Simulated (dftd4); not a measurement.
HO3W (SMILES [O]=[W+](=[O])[OH]), charge +1, singlet, geometry from GFN2-xTB (such geometries of metal compounds can be far from the true shape) (the multiplicity is a formal guess); D4 for tpssh (dftd4).

The dftd4 input:
```
$ dftd4 mol.xyz --func tpssh --charge 1 --json dftd4.json --noedisp

# file mol.xyz
5

W      0.07411234     0.07037078     0.09921266
O      1.38118594    -0.66393660    -0.77806048
O     -0.75217380    -1.07680724     1.10841565
O     -1.09851550     0.92101233    -1.04070746
H     -1.72828650     1.35041410    -1.65891868
```

What does dftd4 print? Leave out banner, timings and long lists.


```
                    ____  _____ _____     ____  _  _
      -------------|  _ \|  ___|_   _|---|  _ \| || |------------
     |             | | | | |_    | | ___ | | | | || |_           |
     |             | |_| |  _|   | ||___|| |_| |__   _|          |
     |             |____/|_|     |_|     |____/   |_|            |
     |             ===================================           |
     |            E. Caldeweyher, S. Ehlert & S. Grimme          |
     |          Mulliken Center for Theoretical Chemistry        |
     |                    University of Bonn                     |
      -----------------------------------------------------------

Rational (Becke-Johnson) damping: tpssh-D4-ATM
---------------------
  s6         1.0000
  s8         1.8590
  s9         1.0000
  a1         0.4429
  a2         4.6023
 alp        16.0000
--------------------

Dispersion energy:      -3.6490822903016E-03 Eh

[Info] JSON dump of results written to 'dftd4.json'
```
